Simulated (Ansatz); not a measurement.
`BBC=C` + NH₃ → `BBN` + `C=C` at 500 K and 1 bar (ligand exchange at a B–C bond).

Calculated with Ansatz (gas phase, PBE0-D4/def2-TZVP geometries, no zero-point term in ΔE). CBS: MP2 limit from def2 TZ/QZ plus the TZ coupled-cluster correction, frozen cores. This one scheme is used for every species. Each species was taken in one conformer, which may not be the lowest.

```tsv
species	CCSD(T)/CBS energy (Eh)	H − E (kJ/mol)	S (J/(mol·K))
`BBC=C`	-129.22973	234.4	359.4
NH₃	-56.50880	108.2	211.8
`BBN`	-107.29684	188.9	317.4
`C=C`	-78.48111	155.1	245.3
```

H − E and S are ideal-gas, rigid-rotor, harmonic terms from PBE0-D4/def2-TZVP, for one conformer and one mirror image of each species. 1 Eh = 2625.50 kJ/mol, R = 8.31446 J/(mol·K).

Q: By hand: ΔE, ΔH, ΔS and ΔG.

A: ΔE = (-107.29684) + (-78.48111) − (-129.22973) − (-56.50880) = -0.03942 Eh = -103.5 kJ/mol. Δ(H − E) = 188.9 + 155.1 − 234.4 − 108.2 = 1.4, so ΔH = -102.1 kJ/mol. ΔS = 317.4 + 245.3 − 359.4 − 211.8 = -8.5 J/(mol·K). ΔG = -102.1 − 500 × (-8.5)/1000 = -97.8 kJ/mol.

Q: By hand: the equilibrium constant, and the temperature at which ΔG would vanish if ΔH and ΔS stayed fixed.

A: log₁₀ K = −ΔG/(RT ln 10) = 10.2. ΔG = 0 at ΔH/ΔS = 12012 K, far beyond where these terms or the molecules hold.

The number of gas molecules stays the same, so ΔS is small and ΔH decides. A doubt of 5 kJ/mol in ΔE shifts log₁₀ K by 0.5 here. Other conformers and mirror images would add mixing entropy, several J/(mol·K) or more a flexible species. These are equilibria of isolated gas molecules and say nothing of rates. Largest T1 diagnostic: 0.013 (customary marks: 0.02 for closed shells, 0.045 for open ones).
